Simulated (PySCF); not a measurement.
## How methods differ on the excitation energy of Re⁺

Re⁺ [Xe] 4f14 5d5 6s1 (7S) → Re⁺ [Xe] 4f14 5d6 (5D), as a difference of total energies. Computed with PySCF 2.14 in x2c-TZVPPall with one added diffuse shell each of s, p, d, f type (12s8p8d4f1g, 113 functions), with the spin-free X2C one-electron Hamiltonian (Gaussian nucleus). Correlated levels: valence: [Xe] 4f14 frozen. The calculations carry no spin-orbit coupling.

| method | excitation energy (eV) |
| --- | --- |
| UHF | 3.360 |
| PBE0 | 2.519 |
| MP2 (valence) | 2.419 |
| SCS-MP2 (valence) | 1.960 |

Q: How much does correlation contribute at MP2 (valence)?

A: 2.419 − (3.360) = -0.941 eV, measured against UHF.

A first-order spin-orbit estimate (lowest level to lowest level, LS coupling) adds -0.353 eV.
